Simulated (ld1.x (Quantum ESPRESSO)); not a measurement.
**lead (Pb), PAW: configuration errors across variants**

Pb (Z = 82), PAW, made with ld1.x (Quantum ESPRESSO) 7.5 (PBE, scalar-relativistic). Core [Xe] 4f14 5d10, reference 6s2 6p2. Waves: 6s (bound): rcut 2.05, rcutus 2.40 bohr; 6s channel at 0.45 Ry: rcut 2.05, rcutus 2.40 bohr; 6p (bound): rcut 1.80, rcutus 2.20 bohr; 6p channel at 0.15 Ry: rcut 1.80, rcutus 2.20 bohr; 6d channel at 0.45 Ry: rcut 1.85, rcutus 2.55 bohr; 6d channel at 3.25 Ry: rcut 1.85, rcutus 2.55 bohr. Local part: all-electron potential smoothed inside 2.10 bohr (lloc = -1). Core correction: Bessel-smoothed model core inside 2.25 bohr. Augmentation charge: PSQ, inside the norm-conserving radii.

All-electron excitation energies from the reference (eV): (1) 6s2 6p1 6.575; (2) 6s2 6p0 20.020; (3) 6s1 6p0 52.430.

A true bound ghost makes a file unfit for plane-wave use even where its test errors are small: the radial tests pick states by their node count and pass the ghost by.

Errors AE − PS in meV (a dash: test not solved or not reliable):

```csv
change,(1),(2),(3),bound ghosts
base,-20,-131,-688,d
"core correction a·sin(br)/r model core, default radius (ld1.x builds one for every PAW set, though the input has nlcc=.false.)",–,–,–,d
core correction Bessel-smoothed model core inside 0.92 bohr,-19,-128,-685,d
core correction Bessel-smoothed model core inside 1.30 bohr,-19,-128,-685,d
core correction Bessel-smoothed model core inside 1.54 bohr,-19,-128,-685,d
core correction Bessel-smoothed model core inside 1.72 bohr,-19,-128,-686,d
core correction Bessel-smoothed model core inside 1.96 bohr,-20,-129,-686,d
core correction Bessel-smoothed model core inside 2.18 bohr,-20,-130,-688,d
core correction Bessel-smoothed model core inside 2.40 bohr,-20,-132,-690,d
core correction Bessel-smoothed model core inside 2.62 bohr,-20,-133,-693,d
```

(1) Give the same row for: core correction Bessel-smoothed model core inside 1.16 bohr.

Results:

(1) -19, -128, -685; bound ghosts: d.
